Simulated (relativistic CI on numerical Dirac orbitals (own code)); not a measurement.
Sensitivity of the levels of Ce19+ to α and to the nuclear radius

Computed by Dirac-Coulomb-Breit CI, orbitals from a KLI potential per configuration, derivatives by finite differences, unscaled Slater integrals, QED left out (own radial code, finite nucleus).

Configuration list (outside the closed core [Ar] 3d10): 4s²4p⁶4d³, 4s²4p⁵4d⁴, 4s²4p⁶4d²4f, 4s²4p⁶4d4f², 4s4p⁶4d⁴, 4s²4p⁶4d²5s, 4p⁶4d⁵, 4s²4p⁶4d²5p. Levels of other configurations are missing.

With x = (α/α₀)² − 1 an excitation energy changes as ω = ω₀ + qx; K = 2q/ω₀ is the relative enhancement. Terms are leading LS components, so labels can repeat. The field-shift factor is F = δν/δ⟨r²⟩ for the transition from the lowest level.

Lowest level 4s²4p⁶4d³ ⁴F3/2.

```csv
Level,ω₀ (cm⁻¹),q (cm⁻¹),K,F (GHz/fm²)
4s²4p⁶4d³ ⁴F5/2,20736,27950,2.7,0.395
4s²4p⁶4d³ ⁴F7/2,35289,37570,2.13,0.535
4s²4p⁶4d³ ⁴P3/2,39304,20860,1.06,0.182
4s²4p⁶4d³ ⁴F9/2,43480,34900,1.61,0.53
4s²4p⁶4d³ ⁴P1/2,45891,26410,1.15,0.205
4s²4p⁶4d³ ²G7/2,66757,49850,1.49,0.686
4s²4p⁶4d³ ⁴P5/2,68281,47270,1.38,0.453
4s²4p⁶4d³ ²H9/2,70802,54820,1.55,0.893
4s²4p⁶4d³ ²D3/2,78363,56830,1.45,0.587
4s²4p⁶4d³ ²P1/2,83765,58030,1.39,0.746
4s²4p⁶4d³ ²H11/2,93032,58640,1.26,1.05
4s²4p⁶4d³ ²D5/2,95838,62490,1.3,0.532
4s²4p⁶4d³ ²F5/2,107700,45740,0.849,0.569
```

At this charge energies of transitions that change n are usually good to better than 1 %, and those within a shell (Δn = 0) to a few per cent. Terms inside the open d or f shell come out 10 to 20 % too wide with unscaled integrals.
